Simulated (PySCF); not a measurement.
# Trend along the sixth-period p block: MCs cations

HF with double-zeta basis sets in PySCF, for the lowest determinant that a PBE0 search found; no spin–orbit coupling. De refers to high-spin ground-configuration atoms (the charge goes to the atom of lower measured ionisation energy or higher electron affinity, which is not always the lowest computed limit). A positive dipole points towards Cs; it is taken about the centre of mass and depends on that origin.

| M | basis | reference | charged atom | state (unpaired electrons) | Re (Å) | ωe (cm⁻¹) | De (eV) | μ (D) |
| --- | --- | --- | --- | --- | --- | --- | --- | --- |
| Tl | def2-SVP | UHF | Cs+ | doublet (σ ↑) | 4.698 | 30.7 | n/a | 10.60 |
| Pb | def2-SVP | UHF | Cs+ | triplet (σ ↑, π ↑) | 4.595 | 28.6 | n/a | 11.53 |
| Bi | def2-SVP | UHF | Cs+ | quartet (σ ↑, π ↑↑) | 4.638 | 21.8 | n/a | 12.29 |

The shortest bond is that of CsPb⁺ (4.595 Å), the longest that of CsTl⁺ (4.698 Å).

The state changes along the series, so neighbouring rows are not always alike in their bonding.

These are scalar-relativistic numbers at best; spin–orbit coupling would shift them, the dissociation energy most. Hartree–Fock leaves out correlation, which carries a large part of most bond energies and some tenths to 1 eV of ionisation energies. States were picked by a PBE0 search and need not be the measured ground states.
